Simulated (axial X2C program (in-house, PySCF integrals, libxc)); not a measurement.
**Potential curves of RuB, 2c**

Computed with an in-house relativistic program for diatomic molecules. Two-component (2c) means X2C with spin–orbit coupling and atomic mean-field two-electron Coulomb and Gaunt terms. Basis: Ru dyall-cv3z [12s12p8d5f3g], B dyall-v3z [7s6p2d1f] (cores contracted in-house); Gaussian nuclei, density fitting, unrestricted open shells. Masses: Ru 101.904 u, B 11.009 u.

State: Ω = 5/2 (⟨Sz⟩ = 0.50, ⟨Lz⟩ = 2.00 at PBEsol). Energies in eV from the lowest point of each curve. Fits are polynomials in 1 − R0/R over 0.85 to 1.23 times the lowest point R0.

```json
{"R (Å)": "1.4738", "PBEsol": "1.2806", "PBE": "1.3508"}
{"R (Å)": "1.5415", "PBEsol": "0.5655", "PBE": "0.6135"}
{"R (Å)": "1.5924", "PBEsol": "0.2433", "PBE": "0.2749"}
{"R (Å)": "1.6432", "PBEsol": "0.0650", "PBE": "0.0807"}
{"R (Å)": "1.6940", "PBEsol": "0.0000", "PBE": "0.0000"}
{"R (Å)": "1.7533", "PBEsol": "0.0354", "PBE": "0.0175"}
{"R (Å)": "1.8126", "PBEsol": "0.1610", "PBE": "0.1256"}
{"R (Å)": "1.8888", "PBEsol": "0.4155", "PBE": "0.3584"}
{"R (Å)": "1.9820", "PBEsol": "0.8164", "PBE": "0.7336"}
{"R (Å)": "2.1175", "PBEsol": "1.4796", "PBE": "1.3615"}
{"R (Å)": "2.3038", "PBEsol": "2.3981", "PBE": "2.2347"}
{"R (Å)": "2.5410", "PBEsol": "3.4248", "PBE": "3.2108"}
```

The state is one determinant whose occupation by symmetry is held fixed; it was picked as the lowest of a PBE0 search that is not exhaustive. Density functionals use the spin component along the axis (collinear). Other states lie close and PBE0, whose exact exchange favours high spin, may order them wrongly; the determinant shown need not be the ground state. The nearest other 2c determinant of the search, Ω = 3/2, lies 0.22 eV up at the distance of the search. Without a current term, density functionals place determinants with orbital angular momentum somewhat too high. The determinant is spin-polarised beyond a pure state at some levels (its spin-free form has ⟨S²⟩ too high), which makes Re and μ there less reliable.

(1) What are Re and ωe at the PBEsol level?

(2) What are Re and ωe at the PBE level?

Answers

(1) At PBEsol, 2c: Re = 1.704 Å, ωe ≈ 947 cm⁻¹; Be follows as 0.584 cm⁻¹.

(2) At PBE, 2c: Re = 1.713 Å, ωe ≈ 927 cm⁻¹; Be follows as 0.578 cm⁻¹.
